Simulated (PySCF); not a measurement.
**Dipole response of Ar²⁺ (argon, charge +2)**

[Ne] 3s2 3p4, high-spin 3P determinant. All numbers are calculated (PySCF 2.14, the spin-free X2C one-electron Hamiltonian (Gaussian nucleus), in aug-cc-pVTZ-DK). Coupled (time-dependent) response in atomic units; α is the mean over directions.

```tsv
method	mean α (bohr³)	α xx, yy, zz	C₆ (like pair)	S(−4)
UHF	4.729	4.799, 4.589, 4.799	16.68	5.286
PBE	4.771	4.807, 4.699, 4.807	16.86	5.378
PBE0	4.735	4.781, 4.643, 4.781	16.69	5.278
wB97X	4.704	4.748, 4.615, 4.748	16.54	5.183
MN15	4.685	4.782, 4.493, 4.782	15.92	5.670
```

S(−4) is the Cauchy moment in α(ω) = α(0) + S(−4) ω² + …

α(iu) at MN15:

```json
{"u (hartree)": "0", "α(iu) (bohr³)": "4.685"}
{"u (hartree)": "0.0500", "α(iu) (bohr³)": "4.671"}
{"u (hartree)": "0.100", "α(iu) (bohr³)": "4.630"}
{"u (hartree)": "0.200", "α(iu) (bohr³)": "4.472"}
{"u (hartree)": "0.300", "α(iu) (bohr³)": "4.237"}
{"u (hartree)": "0.500", "α(iu) (bohr³)": "3.647"}
{"u (hartree)": "0.750", "α(iu) (bohr³)": "2.892"}
{"u (hartree)": "1.00", "α(iu) (bohr³)": "2.258"}
{"u (hartree)": "1.50", "α(iu) (bohr³)": "1.407"}
{"u (hartree)": "2.00", "α(iu) (bohr³)": "0.9325"}
{"u (hartree)": "3.00", "α(iu) (bohr³)": "0.4866"}
{"u (hartree)": "5.00", "α(iu) (bohr³)": "0.2023"}
```

A single London oscillator, α(iu) = α/(1 + u²/ω²), gives C₆ = (3/4) ω α². Matching the computed C₆ needs ω = 4 × 15.92 / (3 × 4.685²) = 0.967 hartree.

For an ion, C₆ is the dispersion term alone; charge-induced terms of lower order in 1/R come first.

The components differ because the open shell of this determinant is not spherical; for a pure term their mean is the scalar polarisability.
